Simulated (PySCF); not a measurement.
This PySCF input asks for the NMR shieldings of SMILES CC(C)c1ccc[n+]([AlH3-])c1, C₈H₁₄AlN; the geometry comes from GFN2-xTB.

```python
import basis_set_exchange as bse
import numpy as np
from pyscf import gto, dft
from pyscf.prop import nmr

atoms = """
C    -1.940570   -1.716876   -0.551185
C    -1.892994   -0.327436    0.088907
C    -2.048347   -0.418289    1.608550
C    -0.606499    0.367635   -0.269675
C    -0.590625    1.540715   -1.018636
C     0.617492    2.147132   -1.329080
C     1.784800    1.565811   -0.872243
N     1.772536    0.453429   -0.153862
Al    3.472514   -0.458531    0.340960
C     0.624415   -0.134209    0.134632
H    -1.142022   -2.346293   -0.168113
H    -1.832385   -1.642540   -1.630959
H    -2.892069   -2.194842   -0.332009
H    -2.723672    0.266044   -0.309069
H    -2.002722    0.572025    2.056106
H    -1.261799   -1.028707    2.043318
H    -3.007519   -0.865277    1.857338
H    -1.519511    1.977770   -1.356581
H     0.647814    3.054563   -1.910771
H     2.766845    1.976642   -1.061902
H     2.990239   -1.228417    1.631083
H     4.395708    0.805256    0.526001
H     3.650712   -1.308367   -0.974183
H     0.725923   -1.037474    0.721776
"""
names = dict.fromkeys(["C", "N", "Al", "H"], "pcSseg-1")
basis = {el: gto.basis.parse(bse.get_basis(n, elements=[el], fmt="nwchem")) for el, n in names.items()}
mol = gto.M(atom=atoms, basis=basis, charge=0, verbose=0)
mf = dft.RKS(mol, xc="PBE0")
mf.grids.level = 2
mf.grids.alignment = dft.numint.BLKSIZE   # the property module wants whole blocks of grid points
mf.conv_tol = 1e-9
mf.kernel()

calc = nmr.RKS(mf)   # GIAO
C = mf.mo_coeff
Co = C[:, mf.mo_occ > 0]
resp = mf.gen_response(singlet=True, hermi=2)
def vind(x):   # induced exchange potential for any number of trial vectors
    d = np.einsum("pi,xij,qj->xpq", C, 2 * x.reshape(-1, C.shape[1], Co.shape[1]), Co, optimize=True)
    return np.einsum("xpq,pi,qj->xij", resp(d - d.transpose(0, 2, 1)), C, Co, optimize=True).ravel()
mo1, _ = nmr.rhf.solve_mo1(calc, with_cphf=vind)
sigma = calc.kernel(mo1)
for i, s in enumerate(sigma):   # ppm
    w = np.linalg.eigvalsh((s + s.T) / 2)
    print("%2d %-2s iso %8.1f  s11 %8.1f  s22 %8.1f  s33 %8.1f" % (i, mol.atom_pure_symbol(i), w.mean(), *w))
```

Q: What does it print?

A: 
```
 0 C  iso    159.7  s11    145.2  s22    151.4  s33    182.5
 1 C  iso    147.8  s11    137.6  s22    143.8  s33    161.9
 2 C  iso    160.4  s11    145.6  s22    152.7  s33    182.7
 3 C  iso     33.3  s11    -56.6  s22    -16.6  s33    173.2
 4 C  iso     41.0  s11    -67.0  s22     24.1  s33    166.0
 5 C  iso     56.4  s11    -53.3  s22     45.3  s33    177.3
 6 C  iso     36.0  s11    -65.5  s22     18.2  s33    155.2
 7 N  iso    -19.0  s11   -191.7  s22   -145.0  s33    279.6
 8 Al iso    414.5  s11    380.1  s22    426.8  s33    436.5
 9 C  iso     34.2  s11    -68.4  s22     17.3  s33    153.8
10 H  iso     30.4  s11     26.0  s22     29.9  s33     35.2
11 H  iso     30.3  s11     26.3  s22     28.5  s33     36.2
12 H  iso     30.3  s11     26.3  s22     27.1  s33     37.4
13 H  iso     29.0  s11     25.1  s22     27.4  s33     34.5
14 H  iso     30.4  s11     26.4  s22     28.4  s33     36.3
15 H  iso     30.3  s11     25.9  s22     29.8  s33     35.2
16 H  iso     30.3  s11     26.2  s22     27.3  s33     37.4
17 H  iso     23.7  s11     20.5  s22     22.2  s33     28.5
18 H  iso     24.0  s11     20.9  s22     24.2  s33     27.1
19 H  iso     22.7  s11     17.7  s22     22.9  s33     27.6
20 H  iso     27.2  s11     23.2  s22     27.8  s33     30.5
21 H  iso     27.2  s11     23.4  s22     26.8  s33     31.2
22 H  iso     27.2  s11     24.7  s22     25.5  s33     31.4
23 H  iso     22.4  s11     16.7  s22     19.5  s33     31.2
```

These numbers come from an equivalent density-fitted implementation of the same equations, which agrees with the script to about 0.01 ppm for H and up to a few tenths of a ppm for heavy atoms, so last digits may differ.

Size and cost of the density-fitted run: 247 basis functions, 51 s wall time on 1 thread of an Arm Neoverse V2, shared host; peak memory 1.2 GiB.
